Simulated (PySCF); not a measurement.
A GIAO shielding run with PySCF 2.14.0 with density-fitted response routines (density fitting, non-relativistic, gas phase) on `[CH2]1[Al]([N]([SiH3])[SiH3])[CH2]CC1`, C4H14AlNSi2:

```
$ OMP_NUM_THREADS=1 python probes_run.py task.json out

{"job": {"kind": "nmr", "xc": "B3LYP", "basis": "pcSseg-1", "pop": false}, "charge": 0, "multiplicity": 1}
Si    -2.441961    -0.891853     1.675309
N     -1.785162    -0.118510     0.246294
Si    -2.893111     0.539478    -0.942119
Al     0.002474     0.000467    -0.002383
C      1.493468    -0.649319     1.092189
C      2.643898    -0.462619     0.082399
C      2.443126     0.799908    -0.778370
C      1.051580     0.817619    -1.442627
H     -3.263713     0.065572     2.481420
H     -1.314294    -1.389401     2.519174
H     -3.323881    -2.045539     1.310625
H     -3.774180    -0.527796    -1.512970
H     -3.782233     1.582230    -0.338954
H     -2.102350     1.156964    -2.049300
H      1.641410     0.007132     1.970585
H      1.435003    -1.674984     1.488081
H      2.679366    -1.337895    -0.592611
H      3.628706    -0.425216     0.579091
H      3.256181     0.880591    -1.520124
H      2.543497     1.684871    -0.122727
H      1.044609     0.169002    -2.339020
H      0.757124     1.819212    -1.791868
```

Hardware: 1 thread of an Arm Neoverse V1, shared host. The job also computes ring-centre shieldings.

Question: How large is the calculation?

Answer: 86 electrons, 227 basis functions and 1243 auxiliary functions.

Question: How long does it take, and how much memory does it need?

Answer: 44 s of wall time, with 13 SCF cycles and 4 response iterations; peak memory 1.2 GiB. Times on a shared host scatter by some tens of per cent.

Question: And these other runs on the same molecule and hardware: GIAO shielding at PBE0/pcSseg-1?

Answer: PBE0/pcSseg-1: 227 functions, 46 s.
